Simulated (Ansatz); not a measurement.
## Pt(H2O)3 in a box, plane waves

Ansatz 0.2.0, DFT PBE, scalar-relativistic, plane waves, PAW, molecule in a box. The geometry was relaxed with Gaussian bases (r2SCAN; Pt def2-SVP with ECP60, O def2-SVP, H def2-SVP).

```yaml
crystal:
  lattice:
    - [12.95, 0.0, 0.0]
    - [0.0, 13.49, 0.0]
    - [0.0, 0.0, 10.53]
  atoms:
    - { symbol: Pt, position: [0.46277683, 0.49740697, 0.49992118] }
    - { symbol: O, position: [0.64704324, 0.51867828, 0.49992118] }
    - { symbol: H, position: [0.65252741, 0.47478132, 0.57249288] }
    - { symbol: H, position: [0.65252741, 0.47478132, 0.42735043] }
    - { symbol: O, position: [0.35145483, 0.63996219, 0.49992118] }
    - { symbol: H, position: [0.38831351, 0.66647072, 0.57249288] }
    - { symbol: H, position: [0.38831351, 0.66647072, 0.42735043] }
    - { symbol: O, position: [0.38983398, 0.33358043, 0.49992118] }
    - { symbol: H, position: [0.34749035, 0.35096961, 0.57249288] }
    - { symbol: H, position: [0.34749035, 0.35096961, 0.42735043] }
basis:
  ecutwfc: 420
  ecutrho_ratio: 4
kpoints:
  mp_grid: { grid: [1, 1, 1] }
hamiltonian:
  xc: pbe
scf:
  occupations: { method: gaussian, width: 0.01 }
output:
  forces: true
  eigenvalues: true
  populations: true
```

Command:
```sh
ansatz run input.yaml --threads 2 --pin off --max-ram 5120MiB --backend cpu --events-out ev --progress --plain --runs-dir out
```
It took 4 s on 2 threads of Arm Neoverse V2 (shared host), peak memory 0.97 GiB.

**Question.** How does the SCF go?

**Answer.** 
```
SCF iter   1: F=—  HF=-14316.299127 eV  |F-HF|=—  |Δ(HF+E_count)|=         —  Δρ=2.80e-3
preconditioner: auto → Resta (q_TF=auto, 1.453 Å⁻¹)  ε∞=1.3  [insulator: Δε(μ)=1.030 eV  Ē_g=8.124 eV  σ=0.010 eV  W_gap=1.00  n_s
SCF iter   2: F=—  HF=-14316.280889 eV  |F-HF|=—  |Δ(HF+E_count)|=   1.82e-2  Δρ=2.75e-3
SCF iter   3: F=—  HF=-14316.285419 eV  |F-HF|=—  |Δ(HF+E_count)|=   4.53e-3  Δρ=1.78e-3
SCF iter   4: F=—  HF=-14316.267379 eV  |F-HF|=—  |Δ(HF+E_count)|=   1.80e-2  Δρ=2.20e-4
SCF iter   5: F=—  HF=-14316.267983 eV  |F-HF|=—  |Δ(HF+E_count)|=   6.03e-4  Δρ=9.44e-5
SCF iter   6: F=—  HF=-14316.267974 eV  |F-HF|=—  |Δ(HF+E_count)|=   8.80e-6  Δρ=2.15e-5
SCF iter   7: F=—  HF=-14316.267993 eV  |F-HF|=—  |Δ(HF+E_count)|=   1.95e-5  Δρ=1.69e-5
SCF iter   8: F=—  HF=-14316.267993 eV  |F-HF|=—  |Δ(HF+E_count)|=   6.58e-7  Δρ=3.93e-6
SCF iter   9: F=-14316.267993 eV  HF=-14316.267993 eV  |F-HF|=8.89e-9  |Δ(HF+E_count)|=   4.04e-9  Δρ=1.22e-6
```

**Question.** Which levels lie next to the highest filled one (eV, counted from it)?

**Answer.** Filled: -6.69, -6.62, -5.49, -5.08, -5.08, -0.58, -0.48, -0.48, 0.00, 0.00. Empty: 0.87, 2.56, 2.56, 3.02, 3.04, 3.78, 3.95, 4.11.

**Question.** What forces are left at this geometry, relaxed with Gaussian bases (eV/Å)?

**Answer.** 
```
Pt   0.00  0.00  0.00
O   -0.01  0.24  0.00
H   -0.01 -0.12  0.22
H   -0.01 -0.12 -0.22
O   -0.20 -0.14  0.00
H    0.11  0.05  0.22
H    0.11  0.05 -0.22
O    0.22 -0.12  0.00
H   -0.10  0.07  0.22
H   -0.10  0.07 -0.22
```

The highest of the empty levels listed lie near the vacuum level and may be states of the box.

The forces come from the other functional as well as from the basis.

No frequency check is given that shows the relaxed geometry to be a minimum.
